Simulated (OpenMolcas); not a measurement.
# C3H12GaN (SMILES C[Ga-](C)(C)[NH3+]): methods side by side

The species is C3H12GaN (17 atoms), meant as a singlet with charge 0. As SMILES, `C[Ga-](C)(C)[NH3+]`. Geometry: relaxed at PBE0-D4/def2-TZVP.

```xyz
17

C    -0.7247    0.7673   -1.7810
Ga    0.1555   -0.1566   -0.2471
C     2.0271    0.3651    0.2067
C    -0.4223   -2.0189    0.1762
N    -0.8701    0.8764    1.3821
H    -0.3378    0.3828   -2.7293
H    -0.5388    1.8457   -1.7769
H    -1.8075    0.6098   -1.7933
H     2.3287    0.0071    1.1959
H     2.7277   -0.0673   -0.5138
H     2.1733    1.4493    0.1793
H    -0.0829   -2.3434    1.1646
H    -0.0021   -2.7216   -0.5495
H    -1.5097   -2.1345    0.1360
H    -0.5543    0.5317    2.2812
H    -1.8718    0.7340    1.3236
H    -0.6903    1.8731    1.3453
```

Quantity: the dipole moment, in D. The values are calculated.

```
                              level           kind     program  value (D)  CPU time
    HF/6-31G* (spherical functions)   Hartree–Fock  OpenMolcas       4.70      22 s
 SVWN5/6-31G* (spherical functions)            LDA  OpenMolcas       4.66      83 s
revPBE/6-31G* (spherical functions)            GGA  OpenMolcas       4.61   1.8 min
r2SCAN/6-31G* (spherical functions)       meta-GGA  OpenMolcas       4.65   2.2 min
 B3LYP/6-31G* (spherical functions)  global hybrid  OpenMolcas       4.64   1.7 min
```

All-electron rows without a relativistic Hamiltonian named are non-relativistic. The values span 4.61 to 4.70 D. Magnitudes only. CPU times are rough (shared hosts, several kinds of processor): they show what a rung costs within a factor of a few.
